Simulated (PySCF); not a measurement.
Molfile (atoms numbered from 1):
```
C7H6ClF3
     RDKit          3D

 17 16  0  0  0  0  0  0  0  0999 V2000
   -2.1255    1.4074   -0.6715 C   0  0  0  0  0  0  0  0  0  0  0  0
   -1.3559    0.4017   -1.0723 C   0  0  0  0  0  0  0  0  0  0  0  0
   -0.1365   -0.0226   -0.3976 C   0  0  0  0  0  0  0  0  0  0  0  0
    0.5866   -1.0344   -0.8951 C   0  0  0  0  0  0  0  0  0  0  0  0
    1.8491   -1.5602   -0.2948 C   0  0  0  0  0  0  0  0  0  0  0  0
    1.8632   -1.5583    1.0474 F   0  0  0  0  0  0  0  0  0  0  0  0
    2.0622   -2.8341   -0.6689 F   0  0  0  0  0  0  0  0  0  0  0  0
    2.9407   -0.8740   -0.6847 F   0  0  0  0  0  0  0  0  0  0  0  0
    0.2729    0.7120    0.8207 C   0  0  0  0  0  0  0  0  0  0  0  0
   -0.2817    0.5742    2.0116 C   0  0  0  0  0  0  0  0  0  0  0  0
    1.5630    1.8385    0.5350 Cl  0  0  0  0  0  0  0  0  0  0  0  0
   -1.8919    1.9872    0.2051 H   0  0  0  0  0  0  0  0  0  0  0  0
   -3.0154    1.6806   -1.2111 H   0  0  0  0  0  0  0  0  0  0  0  0
   -1.6090   -0.1634   -1.9588 H   0  0  0  0  0  0  0  0  0  0  0  0
    0.2954   -1.5448   -1.8007 H   0  0  0  0  0  0  0  0  0  0  0  0
    0.0532    1.1361    2.8639 H   0  0  0  0  0  0  0  0  0  0  0  0
   -1.0773   -0.1338    2.1616 H   0  0  0  0  0  0  0  0  0  0  0  0
  1  2  2  0
  2  3  1  0
  3  4  2  0
  4  5  1  0
  5  6  1  0
  5  7  1  0
  5  8  1  0
  3  9  1  0
  9 10  2  0
  9 11  1  0
  1 12  1  0
  1 13  1  0
  2 14  1  0
  4 15  1  0
 10 16  1  0
 10 17  1  0
M  END
```

No solvent, one conformer, equivalent nuclei averaged, non-relativistic Hamiltonian. Structure optimised with GFN2-xTB; PBE0/pcSseg-1 with gauge-including orbitals; PySCF 2.14.

Question: Predict the 2D correlation tables (HSQC, COSY, HMBC).

Answer: 

HSQC (one-bond C–H):
```csv
δH,δC
6.60 (H14),143.0 (C2)
6.26 (H12),132.4 (C1)
6.04 (H16),127.3 (C10)
5.98 (H13),132.4 (C1)
5.70 (H15),128.3 (C4)
5.54 (H17),127.3 (C10)
```

COSY cross peaks (H two or three bonds apart, from the bond graph; peaks can be absent where the dihedral angle is near 90°):
```csv
δH,δH
6.60 (H14),6.26 (H12)
6.60 (H14),5.98 (H13)
6.26 (H12),5.98 (H13)
6.04 (H16),5.54 (H17)
```

HMBC (two and three bonds, from the bond graph):
```csv
δH,δC
6.60 (H14),"158.0 (C3), 145.3 (C9), 132.4 (C1), 128.3 (C4)"
6.26 (H12),"158.0 (C3), 143.0 (C2)"
6.04 (H16),"158.0 (C3), 145.3 (C9)"
5.98 (H13),"158.0 (C3), 143.0 (C2)"
5.70 (H15),"158.0 (C3), 145.3 (C9), 143.0 (C2), 132.1 (C5)"
5.54 (H17),"158.0 (C3), 145.3 (C9)"
```

Shifts are taken against calculated references (same method and geometry level): ¹H (σref 31.72) and ¹³C (σref 186.93) vs TMS.

Short H···H contacts in this conformer between protons four or more bonds apart (candidates for NOE cross peaks, intensity ∝ r⁻⁶): H14···H15 2.36 Å.

Carbons that carry Cl, above all several Cl atoms, come out too deshielded, partly because spin–orbit coupling is missing. Shifts are as computed. Against solution values, carbons near 30 ppm lie about +3 ppm off and those near 130 ppm about +5 ppm; carbons on Cl a further +6 ppm. Of 1211 compounds with measured shifts, 218 miss one by over three times the rms of a fit or turn the order of signals round; such compounds aren't used in these exercises.
